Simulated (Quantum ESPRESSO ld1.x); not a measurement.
Sn4+, configuration [Kr] 4d10.

All-electron calculation, non-relativistic Kohn-Sham, LDA (Slater exchange, VWN5 correlation), spin-polarised, spherical densities, point nucleus; relativity is left out, which matters for an element this heavy. Program: ld1.x of Quantum ESPRESSO 7.5.

Energy parts (eV):
| part | energy |
|---|---|
| total | -163719.71 |
| kinetic | 163628.61 |
| electron-nucleus | -387489.40 |
| Hartree | 64346.81 |
| exchange-correlation | -4205.73 |

Orbitals (lengths in bohr, moments of r in powers of bohr):
| orbital | occ. | eigenvalue (eV) | <r^4> |
|---|---|---|---|
| 1s | 2 | -27982.2 | 3.888e-06 |
| 2s | 2 | -4165.34 | 0.0007010 |
| 2p | 6 | -3901.35 | 0.0004585 |
| 3s | 2 | -834.656 | 0.03080 |
| 3p | 6 | -725.596 | 0.02993 |
| 3d | 10 | -522.569 | 0.02540 |
| 4s | 2 | -165.528 | 0.9841 |
| 4p | 6 | -129.159 | 1.298 |
| 4d | 10 | -68.6589 | 3.056 |
| 5s | 0 | -44.8379 | 33.36 |
| 5p | 0 | -35.8894 | 53.51 |

The highest occupied level is 4d at -68.659 eV. The density falls to 0.001 e/bohr^3 at r = 2.76 bohr. Summed over all electrons, <r^2> = 22.82 bohr^2, which gives a Langevin (diamagnetic) susceptibility term of -18.1 x 10^-6 cm^3/mol.
